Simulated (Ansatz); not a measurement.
Reactions of Cl₂GeI₂, SMILES `[Cl][Ge]([Cl])([I])[I]`.

Calculated with Ansatz (gas phase, PBE0-D4/def2-TZVP geometries, no zero-point term in ΔE). CBS: MP2 limit from def2 TZ/QZ plus the TZ coupled-cluster correction, frozen cores. This one scheme is used for every species, atoms too. For atomizations the MP2-based limit and the directly extrapolated one differ by several kJ/mol either way, and by 10 to 25 for some Ge, Se and Sn compounds, so smaller differences from it don't rank the levels. No spin–orbit coupling; open shells (•) take unrestricted orbitals. Spin–orbit coupling would lower the free atoms: a little for Cl; clearly for Ge; strongly for I. Elements past krypton have def2 core potentials. For Ge, I outer-core shells are correlated without core-valence functions, so the limit isn't a true one: a few kJ/mol of doubt a bond, and 10 to 20 or more in all where bonds break to atoms. Scalar relativity is left out up to krypton.

```
                                                       reaction  MP2/CBS(def2) (eV)  CCSD(T)/CBS(def2) (eV)
`[Cl][Ge]([Cl])([I])[I]` + HCl → `[Cl][Ge]([Cl])([Cl])[I]` + HI                0.25                    0.18
           `[Cl][Ge]([Cl])([I])[I]` → `[Cl][Ge]([Cl])[I]`• + I•                3.37                    3.06
                 `[Cl][Ge]([Cl])([I])[I]` → `[Cl][Ge][Cl]` + I₂                2.33                    2.01
                  `[Cl][Ge]([Cl])([I])[I]` → 2 Cl• + Ge• + 2 I•               13.54                   12.64
 `[Cl][Ge]([Cl])([I])[I]` + H–F → `[F][Ge]([Cl])([Cl])[I]` + HI                0.48                    0.31
```

Largest T1 diagnostic: 0.013, for `[Cl][Ge][Cl]`.
